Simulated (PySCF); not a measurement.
**Pb²⁺: ionisation energy**

Pb²⁺ [Xe] 4f14 5d10 6s2 → Pb³⁺ [Xe] 4f14 5d10 6s1 [6s1/2^1, M_J = 1/2], as a difference of total energies. Computed with PySCF 2.14 in x2c-SVPall-2c (7s11p7d2f, 89 functions), with the two-component X2C-1e Hamiltonian. Correlated levels: [Kr] 4d10 4f14 frozen; the 22 highest virtual spinors dropped. "Screened" scales the spin-orbit matrix elements by Boettger's factors to mimic the two-electron term; Breit and QED terms are absent.

Question: Order these methods by the ionisation energy they give, lowest first.
A. GHF (screened spin-orbit)
B. GMP2 (screened spin-orbit)
C. GMP2 (spin-free)
D. GHF (spin-free)

Answer: D (29.854 eV), A (29.875 eV), C (31.541 eV), B (31.578 eV).

Errors of the correlated levels include the incompleteness of this basis and the frozen core.

MP2 underrates the near-degeneracy of ns² with np² in the lower species.

For comparison: 31.937 eV (measured; NIST Atomic Spectra Database, ionization energies).
